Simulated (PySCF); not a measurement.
# Reading the logs of faulty runs: BGeH6NSi

Calculated results; nothing here was measured. The program is PySCF 2.14.0, an open-source quantum chemistry code, run on an isolated molecule that a program drew, which may never have been made. The molecule is BGeH6NSi (charge 0, singlet), drawn as the SMILES string `[SiH]B[NH][GeH3]`.

Each row is a Hartree-Fock (HF) and frozen-core CCSD(T) single point in the cc-pV(D+d)Z basis, meant for a local HF minimum. Run 1 is clean. Each other run has one planted mistake out of seven kinds, and not every kind appears here: one electron removed, one electron added, multiplicity raised by two, geometry at a saddle point, minimal basis STO-3G, one bond length entered in bohr, all coordinates scaled. The reference is restricted for singlets and unrestricted otherwise, and also for a bond in bohr. Adding or removing an electron swaps singlet and doublet. Electrons count all cores. HOMO and LUMO are orbital energies over both spins, the gradient is its largest component, and the lowest frequency (negative if imaginary) is given only where the gradient is small. Bond lengths are over the 9 bonds as drawn. T1 is the CCSD diagnostic: over 0.02 (restricted) or 0.045 (unrestricted) a single reference is doubtful. Germanium has the cc-pVDZ-PP basis, with a core potential (ECP10MDF) in place of its 10 inner electrons, and its 3s, 3p and 3d shells are frozen in CCSD(T).

Geometry of the clean run:
```xyz
10
BGeH6NSi, angstrom
Si   -1.6098   -0.1746   -1.0586
B    -0.2467    1.3584   -1.1685
N     1.0830    1.3677   -0.7130
Ge    2.0133   -0.0557    0.0175
H    -1.2903   -0.6968   -2.4500
H    -0.6795    2.3863   -1.6492
H     1.5956    2.2237   -0.8235
H     1.0213   -1.2225    0.0419
H     3.2237   -0.3983   -0.8526
H     2.4799    0.2840    1.4342
```

```
run,electrons,basis functions,<S^2>,HOMO (eV),LUMO (eV),gradient (hartree/bohr),lowest frequency (cm^-1),mean bond (Å),longest bond (Å),T1,HF (hartree),CCSD(T) (hartree),mistake
1,64,104,0.000,-8.16,0.84,8.3e-06,70,1.5156,2.054,0.0155,-664.90455,-665.41613,no fault
2,65,104,0.769,-0.79,7.10,2.5e-02,-,1.5156,2.054,0.0186,-664.90251,-665.42545,one electron added
3,63,104,0.775,-15.68,-6.11,4.4e-02,-,1.5156,2.054,0.0214,-664.64331,-665.12719,one electron removed
4,64,104,1.357,-7.68,1.35,3.8e-02,-,1.6545,2.656,0.0496,-664.73618,-665.21329,one bond length entered in bohr
5,64,104,2.015,-7.60,0.64,2.3e-02,-,1.5156,2.054,0.0189,-664.88729,-665.37980,?
6,64,104,0.000,-8.19,0.79,1.0e-02,-,1.5353,2.081,0.0159,-664.90306,-665.41655,?
```

**Which mistake was planted in run 5, and what did it cost?**

Electrons, basis and geometry are unchanged, and <S^2> is 2.015, beside S(S+1) = 2.00 for a multiplicity of 3. So the mistake is: multiplicity raised by two. Subtracting run 1 and multiplying by 627.51 kcal/mol a hartree, the energy moved by 10.8 kcal/mol in HF and 22.8 kcal/mol in CCSD(T).

**Which mistake was planted in run 6, and what did it cost?**

The mean and the longest bond both change by the same factor, 1.013, and the gradient is no longer small. So the mistake is: all coordinates scaled. Subtracting run 1 and multiplying by 627.51 kcal/mol a hartree, the energy moved by 0.9 kcal/mol in HF and -0.3 kcal/mol in CCSD(T).

Cautions from the logs. Run 4: T1 is over the limit, so its CCSD(T) energy is less reliable.
